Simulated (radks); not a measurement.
Q: Sc+, 20 electrons, occupied as [Ar] 3d1 4s1. Calculated with a radial shooting solver on a logarithmic mesh with Libxc functionals: Dirac Kohn-Sham, exchange-only LDA, spin-unpolarised, spherical densities, point nucleus; open shells fill j = l - 1/2 first. Some entries of the table are withheld. Estimate them.

orbital,occ.,eigenvalue (eV),<r^2> (bohr^2)
1s1/2,2,-4389.189,0.007206
2s1/2,2,(1),0.1406
2p1/2,2,(2),0.1162
2p3/2,4,(3),0.1181
3s1/2,2,-60.2936,1.343
3p1/2,2,(4),1.606
3p3/2,4,(5),1.629
4s1/2,1,-9.0363,13.15
3d3/2,1,(6),3.995
3d5/2,0,(7),4.017

A: 
(1) 2s1/2 eigenvalue (eV): -478.0751
(2) 2p1/2 eigenvalue (eV): -396.2019
(3) 2p3/2 eigenvalue (eV): -391.5762
(4) 3p1/2 eigenvalue (eV): -39.5117
(5) 3p3/2 eigenvalue (eV): -38.9968
(6) 3d3/2 eigenvalue (eV): -8.9445
(7) 3d5/2 eigenvalue (eV): -8.9122
